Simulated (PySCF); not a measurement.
Ligands exchanged one at a time, B OH-NH2. Gas-phase values, no solvent. One relaxed conformer stands for each flexible species; it need not be the lowest. Strings in code marks are SMILES.

Calculation: TPSSh-D3(BJ)/def2-TZVP // CAM-B3LYP-D3(BJ)/def2-TZVP in PySCF. Delta-SCF ions had no search for a lower state. Excitations are Tamm–Dancoff values on a coarser integration grid. The basis has no diffuse functions, so Rydberg states are missing or too high.

```tsv
species	HOMO–LUMO gap (eV)	S1 excitation (TDA) (eV)	T1 excitation (TDA) (eV)	S1 oscillator strength	vertical ionisation energy (Delta-SCF) (eV)
0 of 3 OH replaced by NH2 (`OB(O)O`)	(withheld)	7.54	7.36	0.001	11.49
1 of 3 OH replaced by NH2	7.04	(withheld)	6.27	(withheld)	9.87
2 of 3 OH replaced by NH2 (`NB(N)O` (N–B–O–H torsion 180°))	6.44	5.93	5.72	0.000	8.91
3 of 3 OH replaced by NH2	(withheld)	5.84	5.63	0.000	–
```

Fill in the missing entries.


- 0 of 3 OH replaced by NH2 (`OB(O)O`), HOMO–LUMO gap (eV): 8.06
- 1 of 3 OH replaced by NH2, S1 excitation (TDA) (eV): 6.50
- 1 of 3 OH replaced by NH2, S1 oscillator strength: 0.009
- 3 of 3 OH replaced by NH2, HOMO–LUMO gap (eV): 6.34
